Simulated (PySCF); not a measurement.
**C₆ coefficients of unlike pairs at PBE0**

Calculated with PySCF 2.14 from the dipole response of each species, C₆(A,B) = (3/π) ∫ α_A(iu) α_B(iu) du, in atomic units, from isotropic polarisabilities. For ions this is the dispersion term alone; charge-induced terms of lower order in 1/R come first.

| species | configuration | basis | relativity | α (bohr³) | C₆ (like pair) |
| --- | --- | --- | --- | --- | --- |
| S³⁺ | [Ne] 3s2 3p1 (2P) | aug-cc-pV(Q+d)Z with one added diffuse shell each of s, p, d, f, g type (8s7p6d4f3g) | none | 5.396 | 14.38 |
| Pt²⁺ | [Xe] 4f14 5d8 (3F) | aug-cc-pVTZ-PP with ECP60MDF (6s6p5d3f2g) | core potential | 9.446 | 61.37 |
| P⁺ | [Ne] 3s2 3p2 (3P) | aug-cc-pV(D+d)Z (5s4p3d) | none | 14.37 | 74.90 |
| Fe | [Ar] 3d6 4s2 (5D) | def2-QZVPPD (11s6p5d4f2g) | none | 67.20 | 615.0 |

(1) Estimate C₆ for Fe with P⁺.

No spin-orbit coupling is included.

The other pairs:

```json
{"pair": "P⁺, Pt²⁺", "C₆": "63.60"}
{"pair": "Fe, Pt²⁺", "C₆": "152.2"}
{"pair": "P⁺, S³⁺", "C₆": "32.40"}
{"pair": "Pt²⁺, S³⁺", "C₆": "29.08"}
{"pair": "Fe, S³⁺", "C₆": "80.90"}
```

## Answers

(1) The integral gives 196.7. The combination rule 2 C_A C_B / (C_A α_B/α_A + C_B α_A/α_B) gives 191.2 and the geometric mean 214.6.
